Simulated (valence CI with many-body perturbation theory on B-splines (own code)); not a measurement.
## Ti¹⁶⁺: E2, M1 decay

Computed by configuration interaction combined with many-body perturbation theory (CI+MBPT): four valence electrons over a frozen Dirac-Fock core [He], a basis of 11 s, 11 p, 10 d, 8 f, 5 g, 2 h functions for each j, with the one-electron correlation potential Σ1, the two-electron term Σ2, the three-electron term Σ3, Breit, model QED; selected CI, second order for the rest, scaled by the run's own slope (own B-spline code, finite nucleus).

No measured levels were compared; by estimate levels of excited configurations hold to 0.05 to 0.15 % of their energy, terms of the ground configuration to about 0.5 %. Among the levels kept, up to 850 cm⁻¹ of a level comes from second order outside the variational space, and about a tenth of that is noise between levels of different J, which matters for small intervals.

Lines 1 to 27 of 27 in falling wavelength, among levels below 802.70 eV, chosen from the decays that carry over 1 % of a level's rate. Wavelengths and rates use the calculated energies, so an error of 400 cm⁻¹ moves a line at 117.5 nm by 0.47 % and its rate by three times that or more. Electric multipoles are in the length gauge with retardation, E1 and E2 with the static RPA response of the core. M1 uses the relativistic operator with retardation. S is in atomic units (e²a₀⁴ for E2 and M2, e²a₀⁶ for E3), for M1 in squared Bohr magnetons. Weak lines are less certain than strong ones. Lines between different terms over intervals too small for the method are left out, as are lines whose strength nearly cancels. The highest levels of a list are the least certain.

Names give the largest LS component (configuration and term), which can be under half, so a name can repeat, a term be missing and a line seem to break the LS rules; names also repeat where a configuration has a term twice.

```
λ vac (nm)            Upper         Lower  Type   A (s⁻¹)  S (a.u.)
     383.3     2s2.2p2 3P_2  2s2.2p2 3P_1    M1  2.16e+02  2.26e+00
     337.3     2s2.2p2 3P_1  2s2.2p2 3P_0    M1  4.47e+02  1.91e+00
     117.5     2s2.2p2 1D_2  2s2.2p2 3P_2    M1  2.28e+03  6.86e-01
     89.95     2s2.2p2 1D_2  2s2.2p2 3P_1    M1  1.87e+03  2.52e-01
     46.99     2s2.2p2 1S_0  2s2.2p2 3P_1    M1  2.48e+04  9.56e-02
     2.064  2s2.2p.3d 3F°_4  2s.2p3 3P°_2    E2  2.10e+07  6.32e-04
     1.942   2s2.2p.3p 3D_1  2s2.2p2 1D_2    E2  3.13e+08  2.31e-03
     1.920  2s.2p2.3p 3F°_4  2s.2p3 3P°_2    E2  1.99e+08  4.18e-03
     1.910   2s2.2p.3p 3D_1  2s2.2p2 3P_2    E2  3.57e+08  2.43e-03
     1.901   2s2.2p.3p 3D_1  2s2.2p2 3P_1    E2  4.09e+08  2.72e-03
     1.898   2s2.2p.3p 3D_2  2s2.2p2 3P_2    E2  3.84e+08  4.22e-03
     1.893  2s.2p2.3p 5D°_0  2s.2p3 5S°_2    E2  6.60e+08  1.43e-03
     1.887  2s.2p2.3p 5D°_2  2s.2p3 5S°_2    E2  5.83e+08  6.22e-03
     1.884  2s.2p2.3p 3F°_4  2s.2p3 3D°_3    E2  5.39e+08  1.03e-02
     1.883   2s2.2p.3p 3D_3  2s2.2p2 3P_2    E2  5.47e+08  8.10e-03
     1.881  2s.2p2.3p 3F°_4  2s.2p3 3D°_2    E2  2.40e+08  4.55e-03
     1.880  2s.2p2.3p 5D°_3  2s.2p3 5S°_2    E2  6.08e+08  8.93e-03
     1.878   2s2.2p.3p 3D_2  2s2.2p2 3P_0    E2  3.78e+08  3.94e-03
     1.874   2s2.2p.3p 3D_3  2s2.2p2 3P_1    E2  3.07e+08  4.44e-03
     1.872   2s2.2p.3p 1S_0  2s2.2p2 1D_2    E2  1.79e+09  3.68e-03
     1.872  2s.2p2.3p 5D°_4  2s.2p3 5S°_2    E2  6.69e+08  1.24e-02
     1.729   2s.2p2.3d 5D_4  2s2.2p2 3P_2    E2  5.72e+07  7.10e-04
     1.635     2p3.3d 5D°_0  2s.2p3 5S°_2    E2  3.20e+09  3.33e-03
     1.635     2p3.3d 5D°_1  2s.2p3 5S°_2    E2  3.09e+09  9.67e-03
     1.635     2p3.3d 5D°_2  2s.2p3 5S°_2    E2  3.18e+09  1.66e-02
     1.635     2p3.3d 5D°_3  2s.2p3 5S°_2    E2  3.16e+09  2.31e-02
     1.634     2p3.3d 5D°_4  2s.2p3 5S°_2    E2  3.19e+09  2.99e-02
```
